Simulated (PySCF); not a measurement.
CH6O3SeSi, SMILES O([Si](O)([SeH])O)C, CAM-B3LYP/def2-SVP optimised geometry.

```
12

C      0.68    -2.16    -1.75
O      0.95    -1.56    -0.50
Si     0.49    -0.06     0.00
O      1.00     1.17    -0.97
O      1.20     0.19     1.46
Se    -1.78    -0.06     0.00
H     -0.41    -2.23    -1.94
H      1.13    -1.60    -2.58
H      1.09    -3.18    -1.74
H      1.85     1.56    -0.73
H      1.11    -0.49     2.14
H     -1.85     1.40     0.00
```

Density from CAM-B3LYP/def2-TZVP run with PySCF at that geometry.

Minimum of the electron density along straight lines between bonded atoms, close to the bond critical point (lines longer than 1.1 times the sum of covalent radii, or with two minima, are not listed):

```
bond     length / Å  ρ at the minimum / e bohr⁻³  ∇²ρ there / e bohr⁻⁵  position (fraction from the first atom)
-------  ----------  ---------------------------  --------------------  ---------------------------------------
C1–O2         1.407                        0.256                 -0.50                                     0.35
O2–Si3        1.643                        0.141                  0.80                                     0.59
Si3–O4        1.644                        0.143                  0.80                                     0.41
Si3–O5        1.644                        0.142                  0.80                                     0.41
Si3–Se6       2.270                            …                     …                                     0.35
C1–H7         1.103                        0.279                 -0.97                                     0.65
C1–H8         1.103                        0.279                 -0.98                                     0.65
C1–H9         1.099                        0.282                 -1.00                                     0.65
O4–H10        0.965                        0.349                 -2.37                                     0.81
O5–H11        0.963                        0.351                 -2.40                                     0.81
Se6–H12       1.468                        0.175                     …                                     0.63
```

**Question.** Fill in the missing entries.

**Answer.** 
- Si3–Se6, ρ at the minimum / e bohr⁻³: 0.097
- Si3–Se6, ∇²ρ there / e bohr⁻⁵: -0.04
- Se6–H12, ∇²ρ there / e bohr⁻⁵: -0.32
